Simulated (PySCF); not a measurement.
Species: SnH2Me(pyrrolidide), C5H13NSn.
Bonds: Sn1–C4, Sn1–N8, N8–C9, N8–C12, C9–C10, C10–C11, C11–C12. Hydrogens: H2, H3 on Sn1; H5, H6, H7 on C4; H13, H14 on C9; H15, H16 on C10; H17, H18 on C11; H19, H20 on C12.

Computed with PBE0-D3(BJ)/def2-SVP geometry optimisation, gas phase, def2 core potentials past Kr in PySCF.

(1) How far are the bound atoms from Sn1?

(2) List the angles at Sn1.

(3) What is the shape at Sn1?

(4) What are the other bond lengths?

(5) Give some angles away from the centre.

Results:

(1) 4 atoms: H2 1.716 Å, H3 1.717 Å, N8 2.042 Å, C4 2.156 Å. The nearest atom not counted as bound is H5, at 2.73 Å (others tie with it).

(2) 
```csv
angle,degrees,distance of the outer atoms (Å)
C4–Sn1–N8,112.4,3.49
H2–Sn1–H3,112.0,2.85
H2–Sn1–C4,110.9,3.20
H3–Sn1–C4,110.8,3.20
H2–Sn1–N8,105.4,3.00
H3–Sn1–N8,105.2,2.99
```

(3) Distorted tetrahedral: angles from 105.2° to 112.4°; τ4 = (360° − α − β)/141° = 0.96 with α and β the two widest (0 for a square, 1 for a tetrahedron).

(4) C4–H5, C4–H6, C4–H7 1.099 Å; N8–C9, N8–C12 1.445 Å; C9–C10, C11–C12 1.538 Å; C9–H13, C12–H20 1.115 Å; C9–H14, C12–H19 1.103 Å; C10–C11 1.544 Å; C10–H15 and 3 like bonds 1.100 Å.

(5) Sn1–N8–C9 122.7°, Sn1–N8–C12 122.3°, C9–N8–C12 105.9°, N8–C9–C10 103.6°, C9–C10–C11 104.4°.

Charge 0, singlet. Whether it is a minimum is left open (no frequencies).

One conformer stands for the species.
